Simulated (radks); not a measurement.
Question: Excited configurations of La I: one electron is placed in a higher orbital outside [Xe] 5d2. The ground configuration is [Xe] 5d1 6s2. Method: scalar-relativistic Kohn-Sham, PBE, spin-polarised, spherical densities, finite nucleus; open shells are filled with parallel spins first (spin-orbit coupling, left out, can overturn this in heavy ions); Fermi nuclear charge, rms radius 4.855 fm; computed with a radial shooting solver on a logarithmic mesh with Libxc functionals. Excitation = E - E(ground); binding = E(ion) - E, where the ion is the core of charge +1; n* = 1/sqrt(2 binding) in atomic units, and the quantum defect is n - n*.

| outer orbital | excitation (eV) | binding (eV) | n* | quantum defect | eigenvalue (eV) | <r> (bohr) |
|---|---|---|---|---|---|---|
| 5f | 4.604 | 0.979 | 3.728 | 1.272 | -0.472 | 16.31 |
| 6d | 4.041 | 1.542 | 2.971 | 3.029 | -0.793 | 11.47 |
| 6f | 4.889 | 0.694 | 4.428 | 1.572 | -0.404 | 27.53 |
| 7f | 5.069 | 0.514 | 5.145 | 1.855 | -0.325 | 40.92 |

Estimate the row for 7d.

Answer: excitation (eV) 4.608; binding (eV) 0.975; n* 3.736; quantum defect 3.264; eigenvalue (eV) -0.576; <r> (bohr) 21.04. The Delta-SCF ionisation energy is 5.583 eV (NIST Atomic Spectra Database: 5.577 eV, measured). Self-interaction in the functional shifts the binding energies and quantum defects, so they are the method's values and not measured ones. Open shells are spherical and high-spin; term and fine-structure splittings are not resolved. Spin-orbit splitting is averaged out at the scalar-relativistic level.
